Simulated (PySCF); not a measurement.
# Scandium: a sound run and one with changed settings

Sound run: Sc [Ar] 3d1 4s2, Sc⁺ [Ar] 3d1 4s1. Computed with PySCF 2.14 in cc-pVDZ (6s5p3d1f, 43 functions), with the non-relativistic Hamiltonian (point nucleus). The sound run starts from symmetry-adapted Hartree-Fock orbitals and uses a fine grid where one is needed.

Changed run: radial step 0.8 in ln r (0.13 in the sound run). This setting is unsound on purpose.

| species | method | sound run (hartree) | changed run (hartree) | converged |
| --- | --- | --- | --- | --- |
| Sc | UHF | -759.73789 | -759.73789 | yes |
| Sc | M06-2X | -760.61349 | -760.44509 | yes |
| Sc | LDA | -758.66906 | -758.55396 | yes |
| Sc⁺ | UHF | -759.54057 | -759.54057 | yes |
| Sc⁺ | M06-2X | -760.36448 | -760.20503 | yes |
| Sc⁺ | LDA | -758.42452 | -758.30195 | yes |

Ionisation energy of Sc:

```tsv
method	sound run (eV)	changed run (eV)
UHF	5.369	5.369
M06-2X	6.776	6.532
LDA	6.654	6.858
```

A coarse radial grid mis-integrates the density and the exchange-correlation energy, with errors of either sign; Hartree-Fock needs no grid.

For comparison, NIST gives 6.561 eV between the lowest levels.
